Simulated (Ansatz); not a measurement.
**Al2H7NSi: which of two structures lies lower**

Structure I: `[AlH2][N]([AlH2])[SiH3]`, a singlet. Structure II: a singlet given by its coordinates. Both are isolated molecules in the gas phase, relaxed with PBE-D3(BJ)/def2-SVP; the shapes shown needn't be the lowest conformers.

I (Å):

```xyz
11

Al    0.7755   -1.3544    1.8630
Al   -2.3228   -1.2822    1.2321
N    -0.5942   -1.1261    0.6798
Si   -0.2015   -0.7512   -1.0083
H     0.4282   -1.6901    3.3830
H     2.2638   -1.2027    1.3004
H    -2.5733   -1.6231    2.7715
H    -3.4942   -1.0744    0.1672
H    -1.4701   -0.5930   -1.8039
H     0.5889    0.5278   -1.1153
H     0.6193   -1.8483   -1.6365
```

II (Å):

```yaml
atoms:
  - { symbol: Al, position_ang: [1.4481, -1.4351, 1.7143] }
  - { symbol: Al, position_ang: [-0.7141, -0.0976, 2.0671] }
  - { symbol: N, position_ang: [-0.4574, -2.0368, 1.6548] }
  - { symbol: Si, position_ang: [0.8649, 0.4618, 0.2857] }
  - { symbol: H, position_ang: [-0.8151, -2.3769, 0.7519] }
  - { symbol: H, position_ang: [-0.7607, -2.7154, 2.3681] }
  - { symbol: H, position_ang: [2.5102, -2.4925, 2.2707] }
  - { symbol: H, position_ang: [1.6729, 1.7203, 0.4657] }
  - { symbol: H, position_ang: [0.5152, 0.2808, -1.1713] }
  - { symbol: H, position_ang: [0.7863, -0.3901, 3.0333] }
  - { symbol: H, position_ang: [-1.9587, 0.2719, 3.0000] }
```

Close contacts (Å): Al1–Al2 2.57, Al1–N3 2.00, Al1–Si4 2.45, Al2–N3 2.00, Al2–Si4 2.45, Al1–H7 1.60, Al1–H10 1.81, Al2–H10 1.81, Al2–H11 1.60, N3–H5 1.03, N3–H6 1.03, Si4–H8 1.51, Si4–H9 1.51.

**Question.** Estimate E(II) − E(I) at the level CCSD(T)/def2-SVP + ΔMP2/def2-TZVPP.

**Answer.** Calculated at CCSD(T)/def2-SVP + ΔMP2/def2-TZVPP: E(II) − E(I) = +44.5 kJ/mol, so structure I lies lower.

Level by level:

| level | geometry | E(II) − E(I) (kJ/mol) | departure from the last row (kJ/mol) | job, with rough time for the two |
| --- | --- | --- | --- | --- |
| PBE-D3(BJ)/def2-SVP | PBE-D3(BJ)/def2-SVP | −16.6 | −61.1 | optimisation, 9 s |
| HF/def2-SVP | PBE-D3(BJ)/def2-SVP | +82.4 | +37.9 | part of the CCSD(T) run |
| MP2/def2-SVP | PBE-D3(BJ)/def2-SVP | +49.8 | +5.3 | part of the CCSD(T) run |
| CCSD(T)/def2-SVP | PBE-D3(BJ)/def2-SVP | +38.9 | −5.6 | single point |
| CCSD(T)/def2-SVP + ΔMP2/def2-TZVPP | PBE-D3(BJ)/def2-SVP | +44.5 |  | single point, 12 s |

PBE-D3(BJ)/def2-SVP puts the two in the other order. The largest departure from CCSD(T)/def2-SVP + ΔMP2/def2-TZVPP is that of PBE-D3(BJ)/def2-SVP, 61.1 kJ/mol. Levels run at GFN2-xTB geometries aren't shown. The last row adds to CCSD(T) the change of the MP2 difference between the two basis sets, here +5.6 kJ/mol.

With harmonic frequencies from PBE-D3(BJ)/def2-SVP (ideal gas, rigid rotor, one conformer each, 298.15 K, 1 atm): on the last row, ΔE + ΔZPE = +64.8 kJ/mol. A mode under 50 cm⁻¹ makes harmonic enthalpies and free energies unreliable, so none is given.

The correlated steps freeze 16 core orbitals. Programs: Ansatz 0.2.0; the last row on 2 threads of Intel(R) Xeon(R) 6975P-C (Granite Rapids) on a shared host.
